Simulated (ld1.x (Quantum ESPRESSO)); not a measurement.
# Reading a pseudo-wave (carbon (C))

Columns: radius, all-electron u(r) and pseudo u(r) of the 2p shell (level -8.02 eV) of carbon in the configuration [He] 2s2 2p1.75; LDA (PZ), scalar-relativistic, PAW scheme, ld1.x (Quantum ESPRESSO) 7.5.

| r (bohr) | all-electron | pseudo |
| --- | --- | --- |
| 0.118 | 0.0657 | 0.0104 |
| 0.235 | 0.1922 | 0.0404 |
| 0.353 | 0.3268 | 0.0884 |
| 0.470 | 0.4456 | 0.1504 |
| 0.588 | 0.5433 | 0.2229 |
| 0.705 | 0.6172 | 0.3001 |
| 0.822 | 0.6698 | 0.3776 |
| 0.940 | 0.7038 | 0.4513 |
| 1.058 | 0.7218 | 0.5163 |
| 1.175 | 0.7267 | 0.5692 |
| 1.292 | 0.7215 | 0.6084 |
| 1.410 | 0.7083 | 0.6333 |
| 1.528 | 0.6891 | 0.6438 |
| 1.645 | 0.6658 | 0.6414 |
| 1.763 | 0.6393 | 0.6283 |
| 1.880 | 0.6110 | 0.6072 |
| 1.998 | 0.5813 | 0.5806 |
| 2.115 | 0.5514 | 0.5515 |
| 2.232 | 0.5214 | 0.5214 |
| 2.350 | 0.4914 | 0.4914 |
| 2.468 | 0.4621 | 0.4621 |
| 2.585 | 0.4338 | 0.4338 |
| 2.702 | 0.4066 | 0.4066 |
| 2.820 | 0.3801 | 0.3801 |
| 2.938 | 0.3549 | 0.3549 |
| 3.055 | 0.3311 | 0.3311 |

Q: How many radial nodes do the two functions have?

A: The all-electron 2p function has n − l − 1 = 0; the pseudo-wave has 0.

Q: At about which radius was the pseudo-wave matched?

A: 2.35 bohr. The columns agree to 0.0005 from 2.12 bohr on; several derivatives are matched, so the curves merge somewhat inside the radius.

Q: Where does each function peak?

A: Outermost all-electron maximum near 1.18 bohr, pseudo maximum near 1.53 bohr (to the table’s step).

Q: Is the pseudo-wave norm-conserving?

A: No, it belongs to a PAW set: the norm inside the radius is not constrained, and the difference is carried by the augmentation charge.
